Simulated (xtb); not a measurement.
Input for xtb: GFN1-xTB on H3IPbSi (SMILES [SiH3][Pb][I]), a point of a torsion scan.

```
$ xtb mol.xyz --gfn 1 --sp --chrg 0 --uhf 0
6

Si    -0.79988686     0.00684187     0.03063404
Pb     1.49138318     1.43295081    -0.08890790
I      2.68857215     0.36839742     2.14824443
H     -1.14353586    -0.58456118     1.31918852
H     -1.96653502     0.81654992    -0.34249570
H     -0.81559839    -1.10831724    -0.92183850
```

Output:

```
[...]
           -------------------------------------------------
          |                Calculation Setup                |
           -------------------------------------------------



           -------------------------------------------------
          |                 G F N 1 - x T B                 |
           -------------------------------------------------

        Reference                      10.1021/acs.jctc.7b00118
      * Hamiltonian:
        H0-scaling (s, p, d)           1.850000    2.250000    2.000000
        zeta-weighting                 0.000000
      * Dispersion:
        s8                             2.400000
        a1                             0.630000
        a2                             5.000000
        s9                             0.000000
      * Repulsion:
        kExp                           1.500000
        rExp                           1.000000
      * Coulomb:
        alpha                          2.000000
        third order                    atomic
        anisotropic                    false
      * Halogen bond correction:
        rad-scale                      1.300000
        damping                        0.440000


          ...................................................
          :                      SETUP                      :
          :.................................................:
          :  # basis functions                  30          :
          :  # atomic orbitals                  28          :
          :  # shells                           14          :
          :  # electrons                        18          :
          :  # halogen bonds                     0          :
          :  max. iterations                   250          :
          :  Hamiltonian                  GFN1-xTB          :
          :  restarted?                      false          :
          :  GBSA solvation                  false          :
          :  PC potential                    false          :
          :  electronic temp.          300.0000000     K    :
          :  accuracy                    1.0000000          :
          :  -> integral cutoff          0.2500000E+02      :
          :  -> integral neglect         0.1000000E-07      :
          :  -> SCF convergence          0.1000000E-05 Eh   :
          :  -> wf. convergence          0.2000000E-04 e    :
          :  Broyden damping             0.4000000          :
          :  net charge                          0          :
          :  unpaired electrons                  0          :
          ...................................................

 iter      E             dE          RMSdq      gap      omega  full diag
   1     -7.9619886 -0.796199E+01  0.144E+01    0.46       0.0  T
   2     -8.5716891 -0.609700E+00  0.974E+00    1.23       1.0  T
   3     -8.9517614 -0.380072E+00  0.624E+00    2.27       1.0  T
   4     -9.0847223 -0.132961E+00  0.267E+00    2.08       1.0  T
   5     -9.0599876  0.247347E-01  0.290E+00    1.44       1.0  T
   6     -9.0819447 -0.219571E-01  0.230E+00    2.14       1.0  T
   7     -9.1142188 -0.322741E-01  0.128E-01    1.88       1.0  T
   8     -9.1142644 -0.455815E-04  0.224E-02    1.89       1.8  T
   9     -9.1142342  0.301703E-04  0.730E-02    1.89       1.0  T
  10     -9.1142534 -0.192185E-04  0.441E-02    1.90       1.0  T
  11     -9.1142629 -0.947836E-05  0.198E-02    1.90       2.1  T
  12     -9.1142652 -0.228178E-05  0.412E-04    1.90      99.2  T
  13     -9.1142652  0.708429E-09  0.571E-04    1.90      71.5  T
  14     -9.1142652 -0.207285E-08  0.420E-05    1.90     972.5  T
  15     -9.1142652 -0.122693E-10  0.657E-06    1.90    6209.1  T

   *** convergence criteria satisfied after 15 iterations ***

         #    Occupation            Energy/Eh            Energy/eV
      -------------------------------------------------------------
         1        2.0000           -0.8419604             -22.9109
       ...           ...                  ...                  ...
         3        2.0000           -0.6107940             -16.6205
         4        2.0000           -0.4606117             -12.5339
         5        2.0000           -0.4604711             -12.5301
         6        2.0000           -0.4115802             -11.1997
         7        2.0000           -0.3989223             -10.8552
         8        2.0000           -0.3945412             -10.7360
         9        2.0000           -0.3541957              -9.6382 (HOMO)
        10                         -0.2844930              -7.7414 (LUMO)
        11                         -0.2008878              -5.4664
        12                         -0.1686581              -4.5894
        13                         -0.1560945              -4.2475
        14                         -0.1315633              -3.5800
       ...                                ...                  ...
        28                          1.4076033              38.3028
      -------------------------------------------------------------
                  HL-Gap            0.0697027 Eh            1.8967 eV
             Fermi-level           -0.3193443 Eh           -8.6898 eV

 SCC (total)                   0 d,  0 h,  0 min,  0.007 sec
 SCC setup                      ...        0 min,  0.000 sec (  2.217%)
 Dispersion                     ...        0 min,  0.000 sec (  0.627%)
 classical contributions        ...        0 min,  0.000 sec (  0.255%)
 integral evaluation            ...        0 min,  0.002 sec ( 23.013%)
 iterations                     ...        0 min,  0.003 sec ( 36.624%)
 molecular gradient             ...        0 min,  0.003 sec ( 35.226%)
 printout                       ...        0 min,  0.000 sec (  1.847%)

         :::::::::::::::::::::::::::::::::::::::::::::::::::::
         ::                     SUMMARY                     ::
         :::::::::::::::::::::::::::::::::::::::::::::::::::::
         :: total energy              -9.078455830058 Eh    ::
         :: gradient norm              0.038845659820 Eh/a0 ::
         :: HOMO-LUMO gap              1.896708229556 eV    ::
         ::.................................................::
         :: SCC energy                -9.114265163525 Eh    ::
         :: -> electrostatic           0.022878062814 Eh    ::
         :: repulsion energy           0.038119256851 Eh    ::
         :: dispersion energy         -0.002309923384 Eh    ::
         :: halogen bond corr.         0.000000000000 Eh    ::
         :: add. restraining           0.000000000000 Eh    ::
         :: total charge               0.000000000000 e     ::
         :::::::::::::::::::::::::::::::::::::::::::::::::::::

           -------------------------------------------------
          |                Property Printout                |
           -------------------------------------------------

    * Orbital Energies and Occupations

         #    Occupation            Energy/Eh            Energy/eV
      -------------------------------------------------------------
         1        2.0000           -0.8419604             -22.9109
         2        2.0000           -0.7033047             -19.1379
         3        2.0000           -0.6107940             -16.6205
         4        2.0000           -0.4606117             -12.5339
         5        2.0000           -0.4604711             -12.5301
         6        2.0000           -0.4115802             -11.1997
         7        2.0000           -0.3989223             -10.8552
         8        2.0000           -0.3945412             -10.7360
         9        2.0000           -0.3541957              -9.6382 (HOMO)
        10                         -0.2844930              -7.7414 (LUMO)
        11                         -0.2008878              -5.4664
Note: The following floating-point exceptions are signalling: IEEE_UNDERFLOW_FLAG IEEE_DENORMAL
normal termination of xtb
        12                         -0.1686581              -4.5894
        13                         -0.1560945              -4.2475
        14                         -0.1315633              -3.5800
        15                         -0.0805005              -2.1905
        16                         -0.0748048              -2.0355
        17                         -0.0504614              -1.3731
        18                         -0.0499455              -1.3591
        19                         -0.0482237              -1.3122
        20                         -0.0389004              -1.0585
       ...                                ...                  ...
        28                          1.4076033              38.3028
      -------------------------------------------------------------
                  HL-Gap            0.0697027 Eh            1.8967 eV
             Fermi-level           -0.3193443 Eh           -8.6898 eV

  Mulliken/CM5 charges         n(s)   n(p)   n(d)
     1Si   -0.04075 -0.33173   1.391  2.285  0.365
     2Pb    0.42509  0.45622   1.928  1.647  0.000
     3I    -0.15916 -0.15157   1.996  5.172 -0.009
     4H    -0.06968  0.01560   1.070  0.000  0.000
     5H    -0.07932  0.00400   1.079  0.000  0.000
     6H    -0.07618  0.00748   1.076  0.000  0.000

Wiberg/Mayer (AO) data.
largest (>0.10) Wiberg bond orders for each atom

 ---------------------------------------------------------------------------
     #   Z sym  total        # sym  WBO       # sym  WBO       # sym  WBO
 ---------------------------------------------------------------------------
     1  14 Si   3.912 --     2 Pb   0.974     5 H    0.943     6 H    0.942
                             4 H    0.942     3 I    0.112
     2  82 Pb   2.184 --     3 I    1.137     1 Si   0.974
     3  53 I    1.253 --     2 Pb   1.137     1 Si   0.112
     4   1 H    0.991 --     1 Si   0.942
     5   1 H    0.987 --     1 Si   0.943
     6   1 H    0.991 --     1 Si   0.942
 ---------------------------------------------------------------------------

Topologies differ in total number of bonds
Writing topology from bond orders to xtbtopo.mol

 dipole moment from electron density (au)
     X       Y       Z
   1.1050   1.4401  -1.0128  total (Debye):    5.283


           -------------------------------------------------
          | TOTAL ENERGY               -9.078455830058 Eh   |
          | GRADIENT NORM               0.038845659820 Eh/α |
          | HOMO-LUMO GAP               1.896708229556 eV   |
           -------------------------------------------------

------------------------------------------------------------------------
------------------------------------------------------------------------
 total:
 SCF:
```

The run finished.

Cost: about 0.03 core-seconds (a rough figure).
